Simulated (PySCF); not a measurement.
A series of related molecules.

All values: B3LYP/def2-SVPD (PySCF) at GFN2-xTB geometries, gas phase, one conformer each. Core orbitals are frozen in the response; Δα² is half the sum of the squared differences of the principal polarisabilities.

**Question.** Rank by HOMO–LUMO gap, lowest first.
A. `N#C/C(C=O)=N\[SiH2]C=O`
B. `C(C1C[Si@H](N=1)C=O)#N`
C. `C/C(C#N)=N/[Si@@H](O)C=O`

**Answer.** A (3.29 eV), C (4.09 eV), B (4.61 eV).

**Question.** Rank by dipole moment, highest first.
A. `[CH3:1]/[C:2]([C:3]#[N:4])=[N:5]/[SiH2:6][CH:7]=[O:8]` with C2–N5–Si6–C7 -123°, N5–Si6–C7–O8 155°
B. `[N:1]#[C:2][C:3]1=[N:4][Si@H:5]([CH:6]=[O:7])[CH2:8]1` with N4–Si5–C6–O7 134°
C. `[N:1]#[C:2]/[C:3]([CH:4]=[O:5])=[N:6]\[SiH2:7][CH:8]=[O:9]` with C2–C3–C4–O5 -1°, C3–N6–Si7–C8 94°, N6–Si7–C8–O9 115°
D. `[N:1]#[C:2]/[CH:3]=[N:4]/[SiH2:5][CH:6]=[O:7]` with C3–N4–Si5–C6 -120°, N4–Si5–C6–O7 149°
E. `[CH3:1]/[C:2]([C:3]#[N:4])=[N:5]/[Si@@H:6]([OH:7])[CH:8]=[O:9]` with C2–N5–Si6–O7 163°, N5–Si6–O7–H -57°, N5–Si6–C8–O9 63°

**Answer.** E (4.30 D), A (3.97 D), B (3.15 D), D (2.65 D), C (2.28 D).

All values together:

```json
{"SMILES": "C/C(C#N)=N/[SiH2]C=O", "change": "parent", "formula": "C4H6N2OSi", "μ (D)": "3.97", "HOMO (eV)": "-6.99", "LUMO (eV)": "-2.81", "α (Å³)": "13.83", "Δα (Å³)": "6.63", "electrons": "66", "α per electron (Å³)": "0.210"}
{"SMILES": "N#CC1=N[Si@H](C=O)C1", "change": "ring closed by a new Si-C bond", "formula": "C4H4N2OSi", "μ (D)": "3.15", "HOMO (eV)": "-7.56", "LUMO (eV)": "-2.95", "α (Å³)": "12.78", "Δα (Å³)": "9.06", "electrons": "64", "α per electron (Å³)": "0.200"}
{"SMILES": "N#C/C=N/[SiH2]C=O", "change": "terminal C group replaced by H", "formula": "C3H4N2OSi", "μ (D)": "2.65", "HOMO (eV)": "-7.19", "LUMO (eV)": "-3.15", "α (Å³)": "12.39", "Δα (Å³)": "8.89", "electrons": "58", "α per electron (Å³)": "0.214"}
{"SMILES": "N#C/C(C=O)=N\\[SiH2]C=O", "change": "CH2 replaced by C=O", "formula": "C4H4N2O2Si", "μ (D)": "2.28", "HOMO (eV)": "-7.44", "LUMO (eV)": "-4.16", "α (Å³)": "15.17", "Δα (Å³)": "9.83", "electrons": "72", "α per electron (Å³)": "0.211"}
{"SMILES": "N#CC1=N[SiH2]C(=O)C1", "change": "ring closed by a new C-C bond", "formula": "C4H4N2OSi", "μ (D)": "2.27", "HOMO (eV)": "-7.03", "LUMO (eV)": "-2.87", "α (Å³)": "12.35", "Δα (Å³)": "6.85", "electrons": "64", "α per electron (Å³)": "0.193"}
{"SMILES": "C/C(C#N)=N/[Si@@H](O)C=O", "change": "H on Si replaced by OH", "formula": "C4H6N2O2Si", "μ (D)": "4.30", "HOMO (eV)": "-6.94", "LUMO (eV)": "-2.85", "α (Å³)": "13.95", "Δα (Å³)": "5.19", "electrons": "74", "α per electron (Å³)": "0.189"}
```

Conformers: `[CH3:1]/[C:2]([C:3]#[N:4])=[N:5]/[SiH2:6][CH:7]=[O:8]` with C2–N5–Si6–C7 -123°, N5–Si6–C7–O8 155°; `[N:1]#[C:2][C:3]1=[N:4][Si@H:5]([CH:6]=[O:7])[CH2:8]1` with N4–Si5–C6–O7 134°; `[N:1]#[C:2]/[CH:3]=[N:4]/[SiH2:5][CH:6]=[O:7]` with C3–N4–Si5–C6 -120°, N4–Si5–C6–O7 149°; `[N:1]#[C:2]/[C:3]([CH:4]=[O:5])=[N:6]\[SiH2:7][CH:8]=[O:9]` with C2–C3–C4–O5 -1°, C3–N6–Si7–C8 94°, N6–Si7–C8–O9 115°; `[CH3:1]/[C:2]([C:3]#[N:4])=[N:5]/[Si@@H:6]([OH:7])[CH:8]=[O:9]` with C2–N5–Si6–O7 163°, N5–Si6–O7–H -57°, N5–Si6–C8–O9 63°.

**Question.** Give the shifts from the parent, `C/C(C#N)=N/[SiH2]C=O`.

**Answer.** 
```json
{"SMILES": "N#CC1=N[Si@H](C=O)C1", "change in μ (D)": "-0.82", "change in HOMO (eV)": "-0.57", "change in LUMO (eV)": "-0.14", "change in mean α (Å³)": "-1.05"}
{"SMILES": "N#C/C=N/[SiH2]C=O", "change in μ (D)": "-1.32", "change in HOMO (eV)": "-0.20", "change in LUMO (eV)": "-0.34", "change in mean α (Å³)": "-1.44"}
{"SMILES": "N#C/C(C=O)=N\\[SiH2]C=O", "change in μ (D)": "-1.69", "change in HOMO (eV)": "-0.45", "change in LUMO (eV)": "-1.35", "change in mean α (Å³)": "+1.34"}
{"SMILES": "N#CC1=N[SiH2]C(=O)C1", "change in μ (D)": "-1.70", "change in HOMO (eV)": "-0.04", "change in LUMO (eV)": "-0.06", "change in mean α (Å³)": "-1.48"}
{"SMILES": "C/C(C#N)=N/[Si@@H](O)C=O", "change in μ (D)": "+0.33", "change in HOMO (eV)": "+0.05", "change in LUMO (eV)": "-0.04", "change in mean α (Å³)": "+0.12"}
```

**Question.** How closely does the mean polarisability follow the number of electrons in this set?

**Answer.** The correlation coefficient is 0.82; α per electron runs from 0.189 to 0.214 Å³.
